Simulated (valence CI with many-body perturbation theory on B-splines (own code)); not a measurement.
## Questions on I3+

Computed by relativistic CI+MBPT: four valence electrons over a frozen Dirac-Fock core [Kr] 4d10, a basis of 9 s, 9 p, 8 d, 6 f, 3 g, 1 h functions for each j, with the one-electron correlation potential Σ1, the two-electron term Σ2, the three-electron term Σ3, Breit, model QED; selected CI, second order for the rest, scaled by the run's own slope (own B-spline code, finite nucleus).

No measured levels were compared; by estimate levels hold to about 250 cm⁻¹ or 0.2 % of their energy and the worst to 1 %, as in measured heavy ions of charge 2 to 7; those with d or f electrons hold less well. Among the levels kept, up to 260 cm⁻¹ of a level comes from second order outside the variational space, and about a tenth of that is noise between levels of different J, which matters for small intervals.

Names give the largest LS component (configuration and term), which can be under half, so a name can repeat, a term be missing and a line seem to break the LS rules; names also repeat where a configuration has a term twice.

Rates and lifetimes use the calculated energies. Strong lines usually hold to 10 to 20 %, long lifetimes can be off by a factor of two.

Task: What is the ground level?

Result: 5s2 5p2 3P_0, composition 89 % 5s2 5p2 3P + 8 % 5s2 5p2 1S.

Task: What are the static dipole polarisabilities of the lowest levels?

Result: 5s2 5p2 3P_0 9.67; 5s2 5p2 3P_1 9.99 (tensor 0.047); 5s2 5p2 3P_2 10.1 (tensor -0.087); 5s2 5p2 1D_2 10.3 (tensor 0.20) bohr³, of which the core gives 1.03.

Task: How well does LS coupling describe the low levels?

Result: Among the lowest 20 levels the leading LS term, summed over configurations, holds 79 % on average. For single configurations the figures are 71 % in LS and 66 % in jj coupling. Terms mix most in the J = 1 level at 147337 cm⁻¹, where the leading one holds 39 %.

Task: Name the longest-lived excited levels whose lifetime is computed, and their main decay.

Result: 5s2 5p2 3P_2 at 10983 cm⁻¹ lives 1.35 s, mostly by M1 to 5s2 5p2 3P_1; 5s2 5p2 3P_1 at 6821 cm⁻¹ lives 191 ms, mostly by M1 to 5s2 5p2 3P_0; 5s2 5p 5d 3F°_4 at 140687 cm⁻¹ lives 85.6 ms, mostly by M1 to 5s2 5p 5d 3F°_3.

Task: Where does the other parity begin?

Result: At 5s 5p3 5S°_2, 77696 cm⁻¹.
